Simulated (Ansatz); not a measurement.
Ti₂O₃⁺. Total charge 1; doublet. Geometry B3LYP-D4/def2-SVP.

Cartesian coordinates in Å:
```
Ti -2.172 1.821 1.078
Ti 0.129 -0.786 -0.126
O 1.357 -0.705 -1.424
O 1.917 -0.826 -0.091
O -1.230 0.497 0.562
```

LC-ωPBE has ω = 0.4 bohr⁻¹. The structure holds one bond between oxygen atoms, so isomers without such links may lie far lower. At PBE-D4/def2-SVP, r2SCAN-D4/def2-TZVP, PBE0-D4/def2-TZVP, CAM-B3LYP-D4/def2-TZVP and others the charge 1 doublet is spin-contaminated (final ⟨S²⟩ up to 1.77, 0.75 for a pure state). At PBE-D4/def2-SVP an occupied level lies above an empty one. Another isomer (doublet) lies 5.23 eV lower at PBE0-D4/def2-TZVP; other spin states weren't run for this one.

Problem. Estimate the α-spin orbital energies around the gap (eV) in Ansatz with PBE-D4/def2-SVP, r2SCAN-D4/def2-TZVP, PBE0-D4/def2-TZVP, CAM-B3LYP-D4/def2-TZVP, LC-ωPBE/def2-TZVP.

Solution. 
```
orbital  PBE-D4/def2-SVP  r2SCAN-D4/def2-TZVP  PBE0-D4/def2-TZVP  CAM-B3LYP-D4/def2-TZVP  LC-ωPBE/def2-TZVP
 HOMO−9           -15.41               -15.48             -16.50                  -18.01             -18.95
 HOMO−8           -14.88               -15.22             -16.14                  -17.46             -18.68
 HOMO−7           -14.22               -14.38             -15.45                  -16.91             -18.13
 HOMO−6           -13.86               -14.11             -15.20                  -16.67             -17.78
 HOMO−5           -13.44               -13.83             -14.91                  -16.43             -17.39
 HOMO−4           -13.36               -13.76             -14.82                  -16.26             -17.30
 HOMO−3           -11.64               -11.71             -12.61                  -14.01             -15.12
 HOMO−2           -10.15               -10.55             -12.12                  -13.91             -14.10
 HOMO−1            -9.65               -10.19             -11.10                  -12.54             -13.67
   HOMO            -9.13                -9.72             -10.59                  -11.96             -13.09
   LUMO            -8.76                -8.73              -7.63                   -6.30              -5.15
 LUMO+1            -8.27                -8.42              -7.29                   -6.08              -4.32
 LUMO+2            -8.18                -8.17              -7.06                   -6.04              -4.02
 LUMO+3            -7.29                -7.09              -6.59                   -5.83              -4.01
 LUMO+4            -6.92                -6.50              -5.73                   -5.04              -3.38
 LUMO+5            -6.81                -6.44              -5.11                   -4.00              -2.45
 β HOMO            -8.42                -8.75             -10.18                  -11.79             -13.02
 β LUMO            -8.05                -7.85              -7.09                   -6.77              -5.05
```
